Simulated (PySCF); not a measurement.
# Sb²⁺: excitation energy

Sb²⁺ [Kr] 4d10 5s2 5p1 (2P) → Sb²⁺ [Kr] 4d10 5s1 5p1 6s1 (4P), as a difference of total energies. Calculation: PySCF 2.14, in dyall-av2z; the non-relativistic Hamiltonian (point nucleus). Correlated levels: valence: [Kr] 4d10 frozen; virtual orbitals above 40 to 60 times the deepest correlated orbital energy dropped. The calculations carry no spin-orbit coupling.

```
           method  excitation energy (eV)
              UHF                  16.836
              LDA                  18.801
              PBE                  18.446
             PBE0                  18.242
           r2SCAN                  18.269
            TPSSh                  18.279
            B3LYP                  18.675
          r2SCAN0                  18.147
    MP2 (valence)                  17.481
SCS-MP2 (valence)                  17.742
```

Task: How much does correlation contribute at MP2 (valence)?

Result: 17.481 − (16.836) = 0.645 eV, measured against UHF.

A first-order spin-orbit estimate (lowest level to lowest level, LS coupling) adds 0.022 eV.

The promoted electron is Rydberg-like, and one or two diffuse shells describe it only roughly, which tends to raise the upper state.
